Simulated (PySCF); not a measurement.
C4H6ClF, SMILES CC/C(F)=C/Cl.

Geometry optimised at B3LYP-D3(BJ)/def2-SVP. The structure was generated by enumeration; whether it is a known compound was not checked. The values are those of a single conformer.

Level of theory: r2SCAN/def2-TZVP run with PySCF.

Gas-phase values at a fixed geometry.

Computed frontier levels, gap, dipole moment and polarisability:
| Property | Value |
|---|---|
| highest occupied level | -6.07 eV |
| lowest empty level | -0.67 eV |
| orbital gap | 5.40 eV |
| dipole moment | 2.73 D |
| quadrupole, principal values (traceless, Buckingham form, about the centre of nuclear charge) | -1.70, -0.19, 1.89 D·Å |
| mean static polarisability | 63.7 bohr³ (9.43 Å³) |
| polarisability, principal values | 47.0, 54.2, 89.8 bohr³ |
